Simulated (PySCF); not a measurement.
Compound: C5H11NSi.
SMILES with atom numbers: `[CH2:1]=[CH:2][Si@@H:3]([NH2:4])[CH:5]1[CH2:6][CH2:7]1`

Cartesian coordinates in Å at the GFN2-xTB level; atoms count from 1:
```xyz
18
C5H11NSi angstrom
C     -2.4444   -0.9307    0.1383
C     -1.4621   -0.8171   -0.7406
Si    -0.3945    0.7155   -0.9876
N     -1.0871    1.9869   -0.0478
C      1.3456    0.4643   -0.3089
C      2.1743   -0.6921   -0.7898
C      1.6521   -0.6874    0.6069
H     -2.7075   -0.1151    0.7914
H     -3.0268   -1.8337    0.2519
H     -1.2380   -1.6708   -1.3695
H     -0.3012    0.9755   -2.4419
H     -0.5442    2.8194    0.1133
H     -2.0483    2.2355   -0.2150
H      1.9050    1.3702   -0.1054
H      1.7332   -1.3773   -1.4980
H      3.2330   -0.5399   -0.9437
H      0.8506   -1.3670    0.8548
H      2.3515   -0.5300    1.4152
```

Definitions: NICS(0) = −σiso at the ring centroid; NICS(1) = −σiso and NICS(1)zz = −σzz at ±1 Å along the ring normal z. Level: GIAO PBE0/pcSseg-1 (PySCF, non-relativistic, gas phase) on the GFN2-xTB geometry, one conformer.

Ring bond lengths (Å), with Mayer bond orders in brackets: C5–C6 1.502 (0.96), C6–C7 1.491 (0.97), C7–C5 1.503 (0.97).

Task: What do the NICS probes read (ppm)?

Result: 
| ring | type | NICS(0) | NICS(1), two faces | NICS(1)zz, two faces | rms pucker (Å) | centre to ring atoms, mean (Å) |
| --- | --- | --- | --- | --- | --- | --- |
| C5–C6–C7 | 3-membered carbocycle; formal bonds all single | -44.9 | -8.2 / -9.2 | -24.1 / -24.9 | 0.00 | 0.87 |

Task: What can be read from them?

Result: 
- C5–C6–C7: mean NICS(1)zz -24.5 ppm, shielded. C5, C6, C7 have four or more neighbours, and the NICS criterion for π rings isn't applied. NICS(0) lies 36 ppm below the mean NICS(1).

Task: How shielded are the nuclei of the rings and their hydrogens (means over atoms taken as equivalent)?

Result: 
```
atoms                  environment  σ isotropic (ppm)  principal values of the symmetric part, first atom (ppm)
   C5  sp3 carbon bound to silicon              188.5                                       158.5, 180.6, 226.5
   C6   three-membered-ring carbon              185.7                                       160.2, 178.3, 218.6
   C7   three-membered-ring carbon              182.6                                       153.8, 177.4, 216.4
  H14             methine hydrogen              32.05                                          24.8, 29.1, 42.3
  H15           methylene hydrogen              31.63                                          25.1, 29.3, 40.5
  H16           methylene hydrogen              31.14                                          25.0, 26.5, 41.8
  H17           methylene hydrogen              31.27                                          24.4, 29.4, 39.9
  H18           methylene hydrogen              31.10                                          25.2, 26.5, 41.7
```
